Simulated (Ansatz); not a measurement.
Species: CH4Si, charge 0, triplet. This triplet is an excited state, 1.6 eV above the singlet at CCSD(T)/cc-pV(Q+d)Z (Ansatz, a quantum-chemistry and plane-wave program). CH4Si (parent SMILES C=[SiH2], triplet).
B3LYP-D3(BJ)/def2-TZVP minimum from Ansatz:
```
C
H 1 1.0836
H 1 1.0868 2 114.52
Si 1 1.8448 2 123.23 3 -180.00
H 4 1.4901 1 111.72 2 -119.30
H 4 1.4901 5 108.22 1 123.40
```
Charge 0, spin multiplicity 3.

Total energies in cc-pV(D+d)Z, 12 correlated electrons, 6 frozen orbitals. Open shells are spin-unrestricted; no spin-orbit coupling. Correlated methods leave the cores frozen. No relativity. The spin of CH4Si (parent SMILES C=[SiH2], triplet) was assumed, and the state is the lowest solution found for it.

```tsv
method	program	energy (Eh)	minus CCSDT(Q) (mEh)
HF	Ansatz	-329.04929	247.85
MP2	Ansatz	-329.25065	46.49
CCSD	Ansatz	-329.29015	6.99
CCSD(T)	Ansatz	-329.29582	1.31
CCSDT(Q)	Ansatz	-329.29714	0.00
```

Rough core times of Ansatz's runs on a shared machine: CCSD(T) under 20 s, CCSDT(Q) 60 s.
